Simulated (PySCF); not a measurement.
Job file and geometry (Å, from GFN2-xTB) of an NMR shielding run on `N#Cc1cnn(CC(F)F)c1`, C₆H₅F₂N₃, PySCF, GIAO PBE0/pcSseg-1 NMR shielding, non-relativistic, gas phase; density fitting, a coarse starting grid and PySCF grid level 2 are the driver's defaults:

```
$ OMP_NUM_THREADS=1 python probes_run.py task.json out

{"job": {"kind": "nmr", "xc": "PBE0", "basis": "pcSseg-1"}, "charge": 0, "multiplicity": 1}
N     -4.120113     1.029611     1.344677
C     -3.147816     0.664658     0.859488
C     -1.967315     0.202777     0.260981
C     -1.761809    -1.033636    -0.397435
N     -0.530071    -1.121292    -0.838170
N      0.075504     0.018396    -0.499391
C      1.468293     0.199010    -0.780331
C      2.324887    -0.366461     0.359697
F      2.166423     0.382180     1.476203
F      3.632518    -0.300335     0.033092
C     -0.744425     0.846391     0.173316
H     -2.465539    -1.826079    -0.552955
H      1.696630     1.261744    -0.897635
H      1.717751    -0.341805    -1.696590
H      2.076907    -1.409589     0.607644
H     -0.429422     1.803376     0.535998
```

Q: Write the output of this run.

A: 
```
coarse grid: 14976 points
cycle   1  E = -594.6454875853  dE =  2.161e+00  |g| = 8.204e-01  |ddm| = 4.011e+00
cycle   2  E = -594.3848046159  dE =  2.607e-01  |g| = 1.430e+00  |ddm| = 1.906e+00
cycle   3  E = -594.7680269512  dE = -3.832e-01  |g| = 2.129e-01  |ddm| = 1.317e+00
cycle   4  E = -594.7752626169  dE = -7.236e-03  |g| = 1.080e-01  |ddm| = 2.305e-01
cycle   5  E = -594.7774522453  dE = -2.190e-03  |g| = 3.158e-02  |ddm| = 1.128e-01
cycle   6  E = -594.7776596379  dE = -2.074e-04  |g| = 9.322e-03  |ddm| = 3.171e-02
cycle   7  E = -594.7776778208  dE = -1.818e-05  |g| = 2.062e-03  |ddm| = 8.896e-03
cycle   8  E = -594.7776786769  dE = -8.562e-07  |g| = 5.831e-04  |ddm| = 2.403e-03
final grid: 150296 points
cycle   9  E = -594.8518362027  dE = -5.357e-05  |g| = 7.357e-03  |ddm| = 3.884e-02
cycle  10  E = -594.8518314681  dE =  4.735e-06  |g| = 9.375e-03  |ddm| = 1.367e-02
cycle  11  E = -594.8518475135  dE = -1.605e-05  |g| = 1.627e-03  |ddm| = 7.110e-03
cycle  12  E = -594.8518479990  dE = -4.855e-07  |g| = 6.591e-04  |ddm| = 1.825e-03
cycle  13  E = -594.8518480850  dE = -8.592e-08  |g| = 2.023e-04  |ddm| = 6.642e-04
cycle  14  E = -594.8518480908  dE = -5.888e-09  |g| = 9.511e-05  |ddm| = 2.105e-04
cycle  15  E = -594.8518480927  dE = -1.829e-09  |g| = 2.373e-05  |ddm| = 8.497e-05
cycle  16  E = -594.8518480928  dE = -1.182e-10  |g| = 5.010e-06  |ddm| = 2.498e-05
converged SCF energy = -594.8518480928

GIAO shielding tensors (ppm)
atom      isotropic    diamagn.    paramagn.     s11        s22        s33       span
  0 N      -54.986     341.044    -396.030   -227.339   -170.453    232.833    460.172
  1 C       69.386     256.628    -187.243    -45.070    -41.038    294.264    339.334
  2 C       85.786     263.116    -177.331     20.580     84.338    152.439    131.859
  3 C       37.580     246.905    -209.325    -47.158     30.483    129.416    176.574
  4 N      -80.279     321.879    -402.159   -310.617    -81.481    151.261    461.878
  5 N       38.984     332.336    -293.352    -66.916     57.456    126.414    193.330
  6 C      128.294     245.929    -117.635    110.239    120.865    153.777     43.538
  7 C       66.195     243.309    -177.114     49.777     67.166     81.642     31.865
  8 F      312.065     475.007    -162.941    226.252    335.343    374.602    148.350
  9 F      315.944     465.549    -149.605    217.628    334.213    395.992    178.365
 10 C       44.792     250.141    -205.350    -33.949     36.140    132.184    166.133
 11 H       23.785      29.721      -5.936     21.303     23.695     26.358      5.055
 12 H       27.461      29.002      -1.541     23.930     27.328     31.125      7.195
 13 H       27.023      28.244      -1.221     22.660     27.242     31.166      8.506
 14 H       25.536      28.485      -2.949     22.735     25.595     28.278      5.543
 15 H       23.919      32.783      -8.864     21.134     23.344     27.281      6.147
```

Q: Turn these shieldings into chemical shifts. Referencing at the same level of theory: NH3 for ¹⁵N (σ = 267.73 ppm); ¹³C (σ = 186.93 ppm) and ¹H (σ = 31.72 ppm) against TMS; ¹⁹F (σ = 170.95 ppm) vs CFCl3.

A: Averaging equivalent atoms: N 4: 348.0; N 0: 322.7; N 5: 228.7; C 3: 149.3; C 10: 142.1; C 7: 120.7; C 1: 117.5; C 2: 101.1; C 6: 58.6; F 8/9: -143.1; H 11: 7.93; H 15: 7.80; H 14: 6.18; H 12/13: 4.47 ppm. Unscaled 19F shifts against computed CFCl3 carry errors that often reach 10 to 50 ppm. Experimental scales use liquid or dissolved standards, which lie at an offset from isolated NH3 (liquid NH3: subtract about 20 ppm). Unscaled 15N shifts of sp2 nitrogen come out 20 to 40 ppm too high even then.

Size and cost of the density-fitted run: 212 basis functions, of the order of 2.2 core-minutes.
